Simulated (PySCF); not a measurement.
This PySCF input asks for the NMR shieldings of 1,1,2,2,3-pentafluoropropane (SMILES C(C(CF)(F)F)(F)F); the geometry comes from GFN2-xTB.

```python
import basis_set_exchange as bse
import numpy as np
from pyscf import gto, dft
from pyscf.prop import nmr

atoms = """
F    -1.467254    1.187083   -0.467936
C    -1.248851   -0.156151   -0.404199
C     0.004697   -0.436329    0.432545
F     0.349332   -1.735133    0.284431
F    -0.252748   -0.265868    1.752724
C     1.180620    0.492508    0.046064
F     2.320732    0.082482    0.620976
F     1.367069    0.456077   -1.287675
H    -1.100531   -0.528813   -1.422388
H    -2.119802   -0.622149    0.066550
H     0.972161    1.528964    0.352946
"""
names = dict.fromkeys(["F", "C", "H"], "pcSseg-1")
basis = {el: gto.basis.parse(bse.get_basis(n, elements=[el], fmt="nwchem")) for el, n in names.items()}
mol = gto.M(atom=atoms, basis=basis, charge=0, verbose=0)
mf = dft.RKS(mol, xc="PBE0")
mf.grids.level = 2
mf.grids.alignment = dft.numint.BLKSIZE   # the property module wants whole blocks of grid points
mf.conv_tol = 1e-9
mf.kernel()

calc = nmr.RKS(mf)   # GIAO
C = mf.mo_coeff
Co = C[:, mf.mo_occ > 0]
resp = mf.gen_response(singlet=True, hermi=2)
def vind(x):   # induced exchange potential for any number of trial vectors
    d = np.einsum("pi,xij,qj->xpq", C, 2 * x.reshape(-1, C.shape[1], Co.shape[1]), Co, optimize=True)
    return np.einsum("xpq,pi,qj->xij", resp(d - d.transpose(0, 2, 1)), C, Co, optimize=True).ravel()
mo1, _ = nmr.rhf.solve_mo1(calc, with_cphf=vind)
sigma = calc.kernel(mo1)
for i, s in enumerate(sigma):   # ppm
    print("%2d %-2s %9.2f" % (i, mol.atom_pure_symbol(i), np.trace(s) / 3))
```

Question: What does it print?

Answer: 
```
 0 F     447.87
 1 C     100.37
 2 C      64.47
 3 F     327.49
 4 F     310.75
 5 C      69.82
 6 F     339.85
 7 F     327.93
 8 H      26.60
 9 H      26.63
10 H      25.30
```

These numbers come from an equivalent density-fitted implementation of the same equations, which agrees with the script to about 0.01 ppm for H and up to a few tenths of a ppm for heavy atoms, so last digits may differ.

Question: Turn these shieldings into chemical shifts. δ = σ(ref) − σ, references computed at the same level: ¹⁹F (170.95 ppm) against CFCl3; TMS for ¹³C (186.93 ppm), ¹H (31.72 ppm).

Answer: Averaging equivalent atoms: F 3/4: -148.2; F 6/7: -162.9; F 0: -276.9; C 2: 122.5; C 5: 117.1; C 1: 86.6; H 10: 6.42; H 8/9: 5.11 ppm. Unscaled 19F shifts against computed CFCl3 carry errors that often reach 10 to 50 ppm.

Size and cost of the density-fitted run: 151 basis functions, 33 s wall time on 1 thread of an Arm Neoverse N1, shared host; peak memory 0.68 GiB.
